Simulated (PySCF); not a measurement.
**Mn (manganese, neutral) across methods**

[Ar] 3d5 4s1 5s1, high-spin 8S determinant (an excited configuration). All numbers are calculated (PySCF 2.14, the spin-free X2C one-electron Hamiltonian (Gaussian nucleus), in aug-cc-pwCVTZ-DK (10s9p7d4f3g, 127 functions)).

```csv
method,E (hartree),mean ε 3d α (eV),mean ε 4s α (eV),mean ε 5s α (eV),Σ⟨r²⟩ (bohr²),⟨S²⟩
wB97X-V,-1158.227,-17.261,-11.645,-2.491,104.1,15.750
LDA,-1155.947,-12.779,-9.219,-1.629,98.70,15.750
wB97M-V,-1158.272,-17.230,-11.596,-2.304,96.24,15.750
UHF,-1157.24987,-21.462,-11.583,-2.380,107.4,15.750
r2SCAN,-1158.357,-13.059,-9.238,-1.592,100.1,15.750
PBE0,-1158.174,-14.916,-9.703,-1.894,101.2,15.750
```

**Question.** Estimate the same row for PBE.

**Answer.** E (hartree) = -1158.148; mean ε 3d α (eV) = -12.580; mean ε 4s α (eV) = -8.965; mean ε 5s α (eV) = -1.641; Σ⟨r²⟩ (bohr²) = 99.28; ⟨S²⟩ = 15.750.

The outer electron is Rydberg-like, and this basis confines it to a smaller radius and binds it less than a complete one would.
